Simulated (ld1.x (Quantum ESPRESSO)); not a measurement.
## What the settings do to the ultrasoft potential of phosphorus (P)

Base potential:

```
Element                 : phosphorus
Generator               : ld1.x (Quantum ESPRESSO) 7.5
Type                    : ultrasoft
Functional              : PBE
Relativity              : non-relativistic
Frozen core             : [Ne]
Valence charge          : 5
Reference configuration : 3s2 3p3
Partial waves           : 3s (bound): rcut 1.10, rcutus 1.55 bohr; 3s channel at 1.25 Ry: rcut 1.10, rcutus 1.55 bohr; 3p (bound): rcut 1.55, rcutus 1.95 bohr; 3p channel at 1.8 Ry: rcut 1.55, rcutus 1.95 bohr; 3d channel at 0.15 Ry: rc 2.05 bohr
Local potential         : the d channel
Core correction         : Bessel-smoothed model core, default radius (core density twice the valence density)
Augmentation charge     : PSQ, radius 1.15 bohr
```

All-electron outer shells of the reference configuration (PBE, non-relativistic, ld1.x):

```tsv
shell	level (eV)	outermost node (bohr)	outermost maximum (bohr)
2p	-124.51	–	0.36
3s	-13.90	0.66	1.58
3p	-5.52	0.64	1.83
```

Cutoffs, loose and tight: the cutoffs (Ry, on a coarse ladder) from which the occupation-weighted sum of valence levels, in a spherical-Bessel basis at the reference potential, stays within 10 and 1 mRy of its value at 400 Ry. They do not see the model core or the augmentation charge, which bear on the density cutoff. Test errors are all-electron minus pseudo excitation energies from the reference, over the configurations 3s2 3p2; 3s2 3p1; 3s2 3p0; 3s2 3p3.3; 3s2 3p2.5; 3s1 3p0; 3s1 3p4. A dash means not determined; rows that change the core or the reference have their own tests.

The default core radius of the base comes out at 0.99 bohr.

```csv
change,outcome,"cutoff, loose","cutoff, tight",bound ghosts,largest test error (meV)
base,generated,15 Ry,21 Ry,none,-15
core correction none,generated,15 Ry,21 Ry,none,+68
core correction Bessel-smoothed model core inside 0.62 bohr,generated,15 Ry,21 Ry,none,-24
core correction Bessel-smoothed model core inside 1.28 bohr,generated,15 Ry,21 Ry,none,+75
core correction Bessel-smoothed model core inside 1.44 bohr,generated,15 Ry,21 Ry,none,+75
core correction Bessel-smoothed model core inside 1.68 bohr,generated,15 Ry,21 Ry,none,-44
core correction Bessel-smoothed model core inside 1.86 bohr,generated,15 Ry,21 Ry,none,-14
```

Task: What comes out with this change to the base: core correction Bessel-smoothed model core inside 0.90 bohr?

Result: outcome: generated; cutoff, loose: 15 Ry; cutoff, tight: 21 Ry; bound ghosts: none; largest test error (meV): -20.

Task: What comes out with this change to the base: core correction Bessel-smoothed model core inside 1.10 bohr?

Result: outcome: generated; cutoff, loose: 15 Ry; cutoff, tight: 21 Ry; bound ghosts: none; largest test error (meV): +16.
